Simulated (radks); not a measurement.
The numbers below are computed, except where a source is named.
Effect of the nuclear size on the germanium ion Ge3+, [Ar] 3d10 4s1. Level of theory: Dirac Kohn-Sham, PBE, spin-unpolarised, spherical densities, finite nucleus; Fermi nuclear charge, rms radius 4.0742 fm (a radial shooting solver on a logarithmic mesh with Libxc functionals). The rms radius is varied about that value; shifts are against it.

| rms radius (fm) | total energy shift (eV) | density at nucleus (e/bohr^3) | 1s1/2 shift (meV) | 2s1/2 shift (meV) | 2p1/2 shift (meV) | 3s1/2 shift (meV) | 3p1/2 shift (meV) | 4s1/2 shift (meV) |
|---|---|---|---|---|---|---|---|---|
| 3.2838 | -0.119 | 3.215e+04 | -50.7 | -4.95 | 0.392 | -0.747 | 0.063 | -0.077 |
| 3.9479 | -0.0207 | 3.178e+04 | -8.78 | -0.858 | 0.068 | -0.129 | 0.011 | -0.013 |
| 4.0742 | 0 | 3.171e+04 | 0.000 | 0.000 | 0.000 | 0.000 | 0.000 | 0.000 |
| 4.2901 | 0.0368 | 3.161e+04 | 15.6 | 1.53 | -0.121 | 0.230 | -0.019 | 0.024 |
| 4.5183 | 0.0775 | 3.151e+04 | 32.9 | 3.22 | -0.255 | 0.485 | -0.041 | 0.050 |

Slopes of the eigenvalues against <r^2> in GHz/fm^2, as finite differences over the two radii next to the reference (eigenvalue slopes, not the field-shift constants of lines): 1s1/2 2090, 2s1/2 205, 2p1/2 -16.2, 3s1/2 30.8, 3p1/2 -2.59, 4s1/2 3.19.
